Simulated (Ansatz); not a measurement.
```yaml
crystal:
  periodic: [false, false, false]
  atoms:
    - {symbol: C, position_ang: [-3.471366, 1.119045, -0.194062]}
    - {symbol: O, position_ang: [-2.005904, 0.644515, -0.113534]}
    - {symbol: Mg, position_ang: [-0.141823, 0.042238, -0.003216]}
    - {symbol: O, position_ang: [1.761360, -0.572922, 0.107244]}
    - {symbol: Si, position_ang: [3.476051, -1.127812, 0.197316]}
    - {symbol: H, position_ang: [-4.200574, 0.260686, -0.691132]}
    - {symbol: H, position_ang: [-3.926505, 1.382359, 0.919126]}
    - {symbol: H, position_ang: [-3.583546, 2.133869, -0.881925]}
    - {symbol: H, position_ang: [4.497865, -0.084914, -0.617563]}
    - {symbol: H, position_ang: [4.005693, -1.215822, 1.780781]}
    - {symbol: H, position_ang: [3.662108, -2.645194, -0.479962]}
basis:
  gaussian: {orbitals: STO-3G}
magnetization: {spin_polarized: true, initial_magnetization: 1}
hamiltonian: {xc: {name: revPBE}}
scf: {lower_state_search: off}
output: {forces: true}
```

```sh
$ ansatz run in.yaml --threads 4 --pin off --events-out ev --progress --plain --max-ram 10444MiB
```

It prints (some lines left out):

```
Error: a molecule whose nuclei and cores have a total charge of 54 cannot have a net charge of 0 together with 1 unpaired electrons
```

In this input the number of unpaired electrons doesn't fit the electron count. The input was rejected before any iteration.
